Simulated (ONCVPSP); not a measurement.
## What one change does to a pseudopotential (B (Z = 5), ONCV)

```json
{
  "Element": "B (Z = 5)",
  "Generator": "ONCVPSP 4.0.1",
  "Type": "optimised norm-conserving Vanderbilt (ONCV)",
  "Functional": "LDA (Perdew-Zunger)",
  "Relativity": "scalar-relativistic",
  "Frozen core": "[He]",
  "Valence charge": "3",
  "Reference configuration": "2s2 2p1",
  "Partial waves": "2s: rc 1.25 bohr, ncon 4, nbas 8, qcut 4.8 1/bohr, 2 projectors, debl 2.1 Ha; 2p: rc 2.05 bohr, ncon 5, nbas 9, qcut 3.9 1/bohr, 1 projector",
  "Local potential": "polynomial inside 1.05 bohr (lpopt 5, dvloc0 0 Ha)",
  "Core correction": "polynomial model core, fcfact 0.75"
}
```

Change: s: qcut 3.6; p: qcut 2.9.

Cutoffs: the cutoffs (Ha) at which the residual kinetic energy of the hardest occupied pseudo-wave falls to 1 and 0.1 mHa per electron; they do not see the model core or the augmentation charge, which bear on the density cutoff. Errors are all-electron minus pseudo energies relative to the spin-unpolarised reference configuration.

Question: What does the change do?

Answer: The potential gets harder (21 Ha and 56 Ha → 51 Ha and 100 Ha); of the 4 tests that both files solve, the error grows in 4 and shrinks in 0 by more than 15 % and 0.3 meV (median size 17.0 → 24.0 meV); neither file shows a bound ghost.

| quantity | base | changed |
| --- | --- | --- |
| cutoff, loose | 21 Ha | 51 Ha |
| cutoff, tight | 56 Ha | 100 Ha |
| loose cutoff by channel | s 12 Ha, p 21 Ha | s 28 Ha, p 51 Ha |
| bound ghosts | none | none |
| GHOST(+) flags under 300 eV | none | none |
| error for 2s2 2p0, meV [ΔE 8.33 eV] | +30 | +42 |
| error for 2s1 2p0, meV [ΔE 33.63 eV] | +108 | +140 |
| error for 2s2 2p0.5, meV [ΔE 2.94 eV] | +3.9 | +5.6 |
| error for 2s1 2p2, meV [ΔE 5.69 eV] | +0.1 | -1.9 |
| s: phases at 1.27 bohr within 0.05 rad from the reference energy up to (Ha; the scan ends near 5) | to the end of the scan | to the end of the scan |
| p: phases at 2.08 bohr within 0.05 rad from the reference energy up to (Ha; the scan ends near 5) | 1.1 | 1.0 |
| rms error of d²Exc/dni dnj with the model core, mHa | 1.10 | 1.28 |
